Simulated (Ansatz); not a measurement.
`C[SiH2]P` + `Cl[SiH2]O[SiH2]Cl` → `C[SiH2]O[SiH2]Cl` + `P[SiH2]Cl`  (redistribution)

Calculated with Ansatz (gas phase, PBE0-D4/def2-TZVP geometries, no zero-point term in ΔE). CCSD(T)/CBS is the MP2 limit (def2-TZVPP, def2-QZVPP) plus CCSD(T) − MP2 in def2-TZVPP, frozen cores. Functionals use def2-TZVPP. B3LYP here is the variant with VWN-RPA as its local correlation; programs differ in this. Each species was taken in one conformer, which may not be the lowest.

`C[SiH2]P`:

```xyz
10

C     1.227   -0.746   -0.515
Si   -0.366    0.235   -0.504
P    -0.665    1.149    1.540
H     1.416   -1.161   -1.508
H     1.178   -1.576    0.194
H     2.073   -0.113   -0.240
H    -1.507   -0.633   -0.906
H    -0.288    1.366   -1.469
H    -2.000    1.556    1.272
H    -1.068   -0.076    2.137
```

`Cl[SiH2]O[SiH2]Cl`:

```xyz
9

Cl   -0.175   -2.622   -0.056
Si   -0.084   -0.999    1.191
O     0.437    0.304    0.365
Si    0.283    1.137   -1.025
Cl   -1.700    1.322   -1.508
H    -1.442   -0.762    1.720
H     0.898   -1.287    2.254
H     0.834    2.488   -0.810
H     0.949    0.420   -2.130
```

`C[SiH2]O[SiH2]Cl`:

```xyz
12

C     1.915   -0.050    0.170
Si    0.475    1.088   -0.109
O    -0.924    0.388    0.416
Si   -2.074   -0.693    0.068
Cl   -1.229   -2.433   -0.632
H     1.790   -0.979   -0.390
H     2.843    0.427   -0.158
H     2.017   -0.298    1.230
H     0.335    1.412   -1.555
H     0.629    2.349    0.658
H    -2.814   -1.020    1.303
H    -2.965   -0.191   -1.001
```

`P[SiH2]Cl`:

```xyz
7

P     1.270    0.745    0.419
Si   -0.415   -0.629   -0.142
Cl   -1.137   -1.492    1.581
H     0.388    1.764    0.870
H     1.337    1.272   -0.902
H     0.112   -1.704   -1.017
H    -1.556    0.044   -0.808
```

Question: Is it downhill or uphill in electronic energy at CCSD(T)/CBS, and by how much? (An estimate is asked.)

Answer: The calculation gave: Uphill: ΔE = +0.06 eV.

Question: What do these levels give: B97M-V, B3LYP-D4, BHLYP-D4, BLYP, r2SCAN, B3LYP, LC-ωPBE, HF/def2-SVP, CCSD/def2-SVP, HF/def2-TZVPP, CCSD(T)/def2-TZVPP, MP2/CBS(def2)? (An estimate is asked.)

Answer: Computed: B97M-V 0.05, B3LYP-D4 0.06, BHLYP-D4 0.06, BLYP 0.05, r2SCAN 0.06, B3LYP 0.05, LC-ωPBE 0.06, HF/def2-SVP 0.07, CCSD/def2-SVP 0.09, HF/def2-TZVPP 0.06, CCSD(T)/def2-TZVPP 0.07, MP2/CBS(def2) 0.06 eV.

Largest T1 diagnostic among the species: 0.012.

Leaving LDA and LC-ωPBE aside and taking each functional with its dispersion term where it has one, the values, not all of them listed here, spread over 0.02 eV, from B97M-V to PBE-QIDH.
